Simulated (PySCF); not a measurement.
Question: What does the PBE0-D3(BJ)/def2-SVP structure of `O([C@]1(F)OC(=O)OC1)CC` look like in three dimensions?

Answer: 
```
atom  x, y, z in Å
C1    -2.7419    0.1983   -0.0712
C2    -1.4698   -0.4837    0.3577
O3    -0.4154   -0.0232   -0.4930
C4     0.8274   -0.4215   -0.1699
F5     0.9132   -1.7809   -0.1725
C6     1.8678    0.2025   -1.0977
O7     2.7913    0.8053   -0.2207
C8     2.3765    0.7093    1.0532
O9     2.9257    1.1687    1.9932
O10    1.2161    0.0016    1.1054
H11   -2.9649   -0.0192   -1.1260
H12   -2.6602    1.2885    0.0474
H13   -3.5836   -0.1555    0.5413
H14   -1.2168   -0.2413    1.4024
H15   -1.5471   -1.5793    0.2703
H16    1.3984    0.9585   -1.7416
H17    2.3649   -0.5673   -1.7024
```

Any rigid rotation of these coordinates is as good. Atoms count from 1 in this order. The C–O distances run from 1.182 Å (C8=O9, drawn double) to 1.431 Å (C2–O3, drawn single), a spread of 0.249 Å. The 2 C–C bonds span 1.506 Å (C1–C2, drawn single) to 1.527 Å (C4–C6, drawn single), a spread of 0.021 Å. The 5-membered ring C4–C6–O7–C8–O10 has internal angles of 103.9° to 111.1° (sum 540°, against 540° for a flat polygon); it is almost planar, 0.02 Å rms from its mean plane, widest ring torsion 5°. O10 (oxygen singly bound to a carbonyl carbon) is bent (angle 111.1°).

Bonds between heavy atoms (Å): C1–C2 1.506, C2–O3 1.431, O3–C4 1.344, C4–F5 1.362, C4–C6 1.527, C6–O7 1.409, O7–C8 1.343, C8=O9 1.182, C8–O10 1.360, C4–O10 1.399.

Level of theory: PySCF 2.14.0, PBE0-D3(BJ)/def2-SVP geometry optimisation, gas phase.

Point group: C1 (no symmetry element, even within 0.4 Å). No frequency check. The numbers are those of one conformer (C1–C2–O3–C4 173°, C2–O3–C4–F5 59°).
